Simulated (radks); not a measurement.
The numbers below are computed, except where a source is named.
Question: All-electron atom: Pm6+ in [Kr] 4d10 4f3 5s2 5p4 (the NIST ground configuration). Code: a radial shooting solver on a logarithmic mesh with Libxc functionals. Model: scalar-relativistic Kohn-Sham, PBEsol, spin-polarised, spherical densities, point nucleus; open shells are filled with parallel spins first (spin-orbit coupling, left out, can overturn this in heavy ions). Some entries of the table are withheld. Estimate them.

orbital,occ.,eigenvalue (eV),r(max) (bohr),<r> (bohr)
1s up,1,-45090.57,0.01479,0.02318
1s down,1,-45090.40,0.01479,0.02318
2s up,1,-7403.834,0.08382,0.09899
2s down,1,-7403.714,0.08382,0.09899
2p up,3,-6621.649,0.06763,0.08713
2p down,3,-6621.483,0.06763,0.08713
3s up,1,-1683.593,0.2387,0.2607
3s down,1,-1682.308,0.2387,0.2606
3p up,3,-1438.033,0.2339,0.2590
3p down,3,-1436.737,0.2339,0.2588
3d up,5,-1101.143,0.1919,0.2364
3d down,5,-1100.108,0.1918,0.2362
4s up,1,-403.9944,0.5510,0.5905
4s down,1,-400.9194,0.5510,0.5904
4p up,3,-322.9673,0.5747,0.6240
4p down,3,-319.8874,0.5746,0.6237
4d up,5,-208.3988,(1),0.6785
4d down,5,-205.2534,(2),0.6777
5s up,1,-116.3271,1.237,1.328
5s down,1,-112.6617,1.238,1.334
5p up,3,-93.5965,(3),1.473
5p down,1,-90.1647,(4),1.487
4f up,3,-84.5011,0.6108,0.8394
4f down,0,-81.1268,0.6102,0.8386

Answer: 
(1) 4d up r(max) (bohr): 0.5993
(2) 4d down r(max) (bohr): 0.5991
(3) 5p up r(max) (bohr): 1.362
(4) 5p down r(max) (bohr): 1.367
